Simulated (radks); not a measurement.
Spherical quantum dot in the effective-mass picture: electrons in a hard-walled sphere of radius 4, all in effective atomic units (hartree* = m*/eps^2 hartree, bohr* = eps/m* bohr), one dielectric constant everywhere. Method: non-relativistic Kohn-Sham, r2SCAN, spin-polarised, spherical densities, generalised Kohn-Sham scheme; computed with a radial shooting solver with Libxc functionals. Levels are named by radial order and angular momentum (1s, 1p, 1d, 2s, ...), and open shells are averaged over m. Each electron was tried in the lowest free levels, single moves between levels near the top were tried too, and the lowest total energy was kept; such a search can miss a lower state. The series stops at N = 20: beyond it a trial failed or the search could not be trusted, so later rows were left out. At N = 1 the Hartree and exchange-correlation terms need not cancel, so that row can carry a self-interaction error.

N        open shells  2S  E (hartree*)  addition energy mu(N+1) - mu(N) (hartree*)  e(HOMO) (hartree*)  rms radius (bohr*)
1   1s(up 1, down 0)   1      0.306491                                      0.3960             0.45276               2.138
2               none   0       1.00896                                      0.5895             0.85042               2.242
3   1p(up 1, down 0)   1       2.30089                                      0.2959              1.4354               2.390
4   1p(up 2, down 0)   2       3.88874                                      0.3107              1.7424               2.470
5   1p(up 3, down 0)   3       5.78732                                      0.4326              2.0552               2.526
6   1p(up 3, down 1)   2       8.11853                                      0.2846              2.4704               2.573
7   1p(up 3, down 2)   1       10.7344                                      0.2992              2.7641               2.610
8               none   0       13.6494                                      0.6441              3.0668               2.641
9   1d(up 1, down 0)   1       17.2086                                      0.2923              3.7046               2.679
10  1d(up 2, down 0)   2       21.0601                                      0.2957              3.9988               2.711
11  1d(up 3, down 0)   3       25.2072                                      0.2975              4.2956               2.738
12  1d(up 4, down 0)   4       29.6519                                      0.2984              4.5937               2.761
13  1d(up 5, down 0)   5       34.3949                                      0.4112              4.8923               2.782
14  1d(up 5, down 1)   4       39.5492                                      0.2857              5.2965               2.802
15  1d(up 5, down 2)   3       44.9892                                      0.2895              5.5841               2.820
16  1d(up 5, down 3)   2       50.7186                                      0.2919              5.8749               2.835
17  1d(up 5, down 4)   1       56.7399                                      0.2933              6.1677               2.850
18              none   0       63.0546                                      0.7040              6.4615               2.864
19  1f(up 1, down 0)   1       70.0733                                      0.2874              7.1610               2.879
20  1f(up 2, down 0)   2       77.3793                                           -              7.4492               2.894

All shells are closed at N = 2, 8, 18 (there: 1s2 1p6 1d10); the second difference of the energy has clear peaks (12 % above both neighbours; the first and last values, which can be the largest, are not judged, and half-filled shells can peak too) at N = 2, 5, 8, 13, 18.
